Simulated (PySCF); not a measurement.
BH5N2. Atoms are numbered in the order given.

```xyz
8

B      0.0000     0.0000    -0.4990
H      0.0000     0.0000    -1.6944
N      0.0000    -1.2400     0.1763
H      0.0000    -2.1143    -0.3162
H      0.0000    -1.3429     1.1770
N      0.0000     1.2400     0.1763
H      0.0000     1.3429     1.1770
H      0.0000     2.1143    -0.3162
```
Charge 0, spin multiplicity 1.

Coordinates come from a B3LYP-D3(BJ)/def2-TZVP optimisation. One conformer was computed; it need not be the lowest.

Method: TDDFT-PBE0/def2-SVPD (PySCF).

Vertical excitations. Isolated molecule, no solvent. State labels are in the subgroup C2v.

Computed excitation energies, oscillator strengths and character:
```json
[
 {"state": "S1", "symmetry": "A2", "energy (eV)": "6.19", "λ (nm)": "200", "f": "0.000", "main pairs": "HOMO→LUMO 98 %"},
 {"state": "S2", "symmetry": "B1", "energy (eV)": "7.11", "λ (nm)": "174", "f": "0.055", "main pairs": "HOMO→LUMO+1 95 %"},
 {"state": "S3", "symmetry": "A2", "energy (eV)": "7.48", "λ (nm)": "166", "f": "0.000", "main pairs": "HOMO→LUMO+3 97 %"},
 {"state": "S4", "symmetry": "B2", "energy (eV)": "7.72", "λ (nm)": "161", "f": "0.193", "main pairs": "HOMO→LUMO+2 97 %"},
 {"state": "S5", "symmetry": "B1", "energy (eV)": "8.24", "λ (nm)": "150", "f": "0.046", "main pairs": "HOMO−1→LUMO 94 %"},
 {"state": "S6", "symmetry": "B1", "energy (eV)": "8.67", "λ (nm)": "143", "f": "0.000", "main pairs": "HOMO→LUMO+5 84 %"},
 {"state": "S7", "symmetry": "A2", "energy (eV)": "8.68", "λ (nm)": "143", "f": "0.000", "main pairs": "HOMO→LUMO+4 86 %"},
 {"state": "S8", "symmetry": "A1", "energy (eV)": "8.79", "λ (nm)": "141", "f": "0.000", "main pairs": "HOMO−2→LUMO 96 %"},
 {"state": "S9", "symmetry": "A2", "energy (eV)": "9.10", "λ (nm)": "136", "f": "0.000", "main pairs": "HOMO→LUMO+6 79 %, HOMO−1→LUMO+1 19 %"},
 {"state": "S10", "symmetry": "A2", "energy (eV)": "9.20", "λ (nm)": "135", "f": "0.000", "main pairs": "HOMO−1→LUMO+1 68 %, HOMO→LUMO+6 19 %, HOMO→LUMO+4 11 %"},
 {"state": "T1", "symmetry": "A2", "energy (eV)": "5.98", "λ (nm)": "207", "f": "0", "main pairs": "HOMO→LUMO 96 %"},
 {"state": "T2", "symmetry": "B2", "energy (eV)": "6.40", "λ (nm)": "194", "f": "0", "main pairs": "HOMO→LUMO+2 97 %"},
 {"state": "T3", "symmetry": "B1", "energy (eV)": "6.78", "λ (nm)": "183", "f": "0", "main pairs": "HOMO→LUMO+1 88 %"},
 {"state": "T4", "symmetry": "A2", "energy (eV)": "7.35", "λ (nm)": "169", "f": "0", "main pairs": "HOMO→LUMO+3 95 %"}
]
```
Triplets are in the Tamm–Dancoff approximation, which puts them higher than full response would, so one can lie above its singlet here.
